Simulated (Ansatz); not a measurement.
Geometry optimisation, RKS PBE0-D4/def2-SVP (Ansatz 0.2.0).

input.yaml

```yaml
crystal:
  periodic: [false, false, false]
  atoms:
    - { symbol: O, position_ang: [-2.0795, 0.69, -0.4919] }
    - { symbol: Si, position_ang: [-0.9854, -0.3031, 0.2439] }
    - { symbol: B, position_ang: [0.698, 0.6067, 0.3522] }
    - { symbol: F, position_ang: [0.9158, 1.85, 1.104] }
    - { symbol: As, position_ang: [2.3732, -0.1852, -0.5764] }
    - { symbol: H, position_ang: [-2.2913, 1.4666, 0.1596] }
    - { symbol: H, position_ang: [-1.4175, -0.654, 1.5984] }
    - { symbol: H, position_ang: [-0.7913, -1.5055, -0.5648] }
    - { symbol: H, position_ang: [1.5836, -0.4085, -1.8424] }
    - { symbol: H, position_ang: [2.0774, -1.6083, 0.0203] }
basis:
  gaussian: { orbitals: def2-SVP }
hamiltonian:
  xc: pbe0
  dispersion: d4
relax:
  f_tol: 0.015
  max_steps: 40
```

Command:

```bash
$ ansatz run input.yaml --threads 2 --pin off --max-ram 3072MiB --backend cpu --events-out ev --progress --plain --runs-dir out
```

**Question.** Where does it end, and by what steps?

**Answer.** The forces met the threshold. The force dipped under the threshold on the way, but the program's further checks kept it going. After 27 steps the energy has fallen by 0.919 eV; H9 moved furthest, 1.61 Å.

```csv
step,energy less start (eV),largest force component (eV/Å),accepted
0,0.0000,3.714,yes
1,-0.5197,2.806,yes
2,-0.6459,1.034,yes
3,-0.6950,0.729,yes
4,-0.7154,0.220,yes
5,-0.7222,0.129,yes
6,-0.7389,0.666,yes
7,-0.7513,0.644,yes
8,-0.7761,0.408,yes
9,-0.7939,0.749,yes
10,-0.8008,1.030,yes
11,-0.8467,0.403,yes
12,-0.8683,0.330,yes
13,-0.8877,0.522,yes
14,-0.8996,0.453,yes
15,-0.9143,0.078,yes
16,-0.9135,0.315,no
17,-0.9170,0.032,yes
18,-0.9177,0.047,yes
19,-0.9178,0.054,yes
20,-0.9181,0.013,yes
21,-0.9183,0.009,yes
22,-0.9185,0.025,yes
23,-0.9186,0.032,yes
24,-0.9187,0.023,yes
25,-0.9188,0.018,yes
26,-0.9188,0.021,yes
27,-0.9188,0.011,yes
```

```xyz
10
Properties=species:S:1:pos:R:3
O -2.435 0.773 0.170
Si -1.184 -0.328 0.320
B 0.628 0.530 -0.047
F 0.688 1.839 -0.277
As 2.393 -0.482 0.082
H -2.256 1.658 0.500
H -1.139 -0.962 1.682
H -1.449 -1.416 -0.666
H 2.976 0.089 -1.201
H 1.861 -1.752 -0.561
```

The run took 40 s on 2 threads of AMD EPYC 9R45 96-Core Processor (Zen 5), with other jobs on the host, peak memory 0.31 GiB.
